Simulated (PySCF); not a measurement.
C₃H₆FNSi, SMILES F[Si@H]1C=CCN1.

Geometry: PBE0-D3(BJ)/def2-SVP. The structure was generated by enumeration; whether it is a known compound was not checked. Other conformers were not sampled.

The numbers are results of PBE0-D3(BJ)/def2-SVP run with PySCF 2.14.0, not measurements.

Frequencies are harmonic and unscaled.

```csv
mode,ν (cm⁻¹),IR (km/mol),Raman (Å⁴/amu),depolarisation,moving atoms (share of kinetic energy)
1,136,3.5,2.6,0.74,"F 31 %, C 25 %, N 20 %, H 17 %"
2,202,11.5,2.6,0.75,"F 37 %, H 27 %, C 19 %, Si 13 %"
3,316,16.2,2.0,0.75,"N 30 %, H 21 %, F 20 %, C 17 %, Si 12 %"
4,370,83.6,1.9,0.72,H 86 %
5,405,8.9,2.0,0.54,"C 52 %, H 22 %, F 13 %"
6,522,36.5,3.7,0.30,"Si 45 %, C 29 %, N 14 %, H 9 %"
7,666,48.3,9.2,0.71,"H 83 %, C 15 %"
8,686,14.7,2.0,0.60,"C 62 %, Si 18 %, N 11 %"
9,706,25.6,3.8,0.72,"H 80 %, C 15 %"
10,791,28.6,9.6,0.04,"C 29 %, N 25 %, F 19 %, H 15 %, Si 12 %"
11,879,24.7,6.4,0.72,"H 45 %, F 27 %, Si 16 %, C 11 %"
12,888,118.7,6.5,0.47,"H 44 %, N 21 %, Si 20 %, C 14 %"
13,926,47.9,2.1,0.41,"H 46 %, C 38 %, Si 10 %"
14,942,181.8,4.1,0.39,"H 34 %, Si 26 %, C 21 %, N 10 %, F 9 %"
15,982,4.2,0.6,0.72,"H 76 %, C 23 %"
16,1023,2.8,1.2,0.71,"H 61 %, C 38 %"
17,1084,40.3,16.9,0.43,"H 77 %, C 11 %, N 10 %"
18,1140,0.1,7.6,0.73,"H 80 %, C 12 %"
19,1203,1.4,8.3,0.74,H 93 %
20,1300,97.5,3.7,0.63,"C 38 %, H 33 %, N 28 %"
21,1325,15.0,2.5,0.48,"H 67 %, C 31 %"
22,1410,20.2,5.7,0.62,"H 55 %, C 32 %, N 12 %"
23,1467,8.1,33.7,0.49,H 91 %
24,1660,38.0,16.8,0.09,C 93 %
25,2270,169.7,155.2,0.22,H 97 %
26,2997,49.4,237.1,0.13,H 95 %
27,3030,24.9,155.9,0.72,"H 91 %, C 9 %"
28,3182,10.0,130.6,0.39,"H 92 %, C 8 %"
29,3234,1.2,132.4,0.24,"H 91 %, C 9 %"
30,3701,46.6,107.7,0.29,H 93 %
```
